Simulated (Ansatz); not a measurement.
Wavefunction ladder for CH6S2Si, SMILES `CS[SiH2]S`

Z-matrix (Å, degrees):
```
C
S 1 1.815
H 1 1.090 2 110.6
H 1 1.089 2 106.8 3 -118.8
H 1 1.090 2 110.9 3 122.4
Si 2 2.118 1 99.9 3 -55.2
S 6 2.138 2 113.7 1 58.3
H 6 1.485 2 112.2 1 -57.8
H 6 1.482 2 104.7 1 -178.7
H 7 1.344 6 94.4 2 59.4
```

Total charge 0; spin multiplicity 1. Geometry: relaxed with PBE0-D4/def2-TZVP. It is one conformer, not always the lowest. Frozen core, restricted reference, Ansatz 0.2.0. CBS rows extrapolate triple and quadruple zeta; past MP2 they add the triple-zeta difference.

| basis | HF (Eh) | MP2 corr. | CCSD corr. | (T) | CCSD(T) total |
| --- | --- | --- | --- | --- | --- |
| def2-SVP | -1125.03568 | -0.50690 | -0.56827 | -0.01658 | -1125.62053 |
| def2-TZVPP | -1125.46398 | -0.65826 | -0.71892 | -0.03163 | -1126.21453 |
| def2-QZVPP | -1125.49744 | -0.71142 | – | – | – |
| CBS(def2) | -1125.50205 | -0.75080 | -0.81146 | as TZ | -1126.34514 |
